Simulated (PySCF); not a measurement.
BrFH3NOSi, SMILES N[Si](Br)(F)O. The structure is a stationary point at PBE0-D3(BJ)/def2-SVP. This is a generated structure with no PubChem entry under its InChIKey; it may be hypothetical. One conformer was computed; it need not be the lowest.

Computed with PBE0-D3(BJ)/def2-SVP (PySCF 2.14.0).

Harmonic wavenumbers (cm⁻¹): 156, 181, 212, 260, 269, 322, 383, 439, 482, 792, 813, 866, 951, 1002, 1539, 3614, 3713, 3911. Rotational constants (GHz): 3.853, 1.510, 1.490; symmetry number 1.

Problem. Work out the zero-point energy and the ideal-gas rigid-rotor harmonic-oscillator thermochemistry at 298.15 K and 1 atm.

Solution. ZPE = ½ Σ hcν = ½ × 19904 cm⁻¹ = 28.45 kcal/mol. H − E(el) = 33.48 kcal/mol. Entropy in cal/(mol K): translation 41.12, rotation 28.01, vibration 14.86, total 83.99. G − E(el) = 8.44 kcal/mol. Cp = 25.54 cal/(mol K).
